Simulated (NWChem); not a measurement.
**Lowest excitation of F2Ge**

```xyz
3

Ge     0.0000     0.0000    -0.4160
F      1.3105     0.0000     0.7395
F     -1.3105     0.0000     0.7395
```
Charge 0, spin multiplicity 1.

Program: NWChem. Structure: optimised with PBE0/def2-SVP, a minimum by its harmonic frequencies.

Basis set: def2-SVPD.

The Hamiltonian is non-relativistic. The correlated methods keep 11 core orbitals frozen. B3LYP has NWChem's definition, with VWN1-RPA local correlation. The structure started from a generated list of species. Coupled-cluster values serve here as a point of comparison, not as the truth.

Order these methods by the lowest vertical singlet excitation energy they give, lowest first: TD-LDA (SVWN5), CIS, EOM-CCSD, TD-B3LYP.

TD-LDA (SVWN5) (5.22 eV), TD-B3LYP (5.43 eV), EOM-CCSD (5.62 eV), CIS (6.12 eV)
